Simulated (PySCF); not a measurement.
Si(F)(Cl)(Br)(NH2) (BrClFH2NSi), SMILES N[Si](F)(Cl)Br.

Geometry optimised at ωB97X-D3(BJ)/def2-SVP. This is a generated structure with no PubChem entry under its InChIKey; it may be hypothetical. One conformer was computed; it need not be the lowest.

Two levels are set side by side: PBE/def2-TZVP (PySCF) and HF/def2-TZVP (PySCF). Same geometry, gas phase. Differences are taken from unrounded values.

| quantity | HF |
|---|---|
| orbital gap (eV) | 14.99 |
| highest occupied level (eV) | -11.79 |
| lowest empty level (eV) | 3.20 |
| dipole moment (D) | 2.74 |
| mean polarisability (bohr³) | 54.2 |

**Question.** What does PBE give, and how far is it from HF? (Estimate from the structure and the level; the computed values follow.)

**Answer.** 
| quantity | PBE | PBE minus HF |
|---|---|---|
| orbital gap (eV) | 6.02 | -8.96 |
| highest occupied level (eV) | -6.90 | 4.89 |
| lowest empty level (eV) | -0.88 | -4.08 |
| dipole moment (D) | 2.58 | -0.15 |
| mean polarisability (bohr³) | 61.2 | 7.0 |

Without exact exchange PBE keeps part of each electron's self-repulsion, which lifts occupied levels and narrows the gap. PBE's more diffuse valence density responds more strongly to a field. Differences between two approximate levels are no errors against the true value.

Rough cost on one machine, each run with all the roots and properties that it gave: HF against PBE about 1/2.
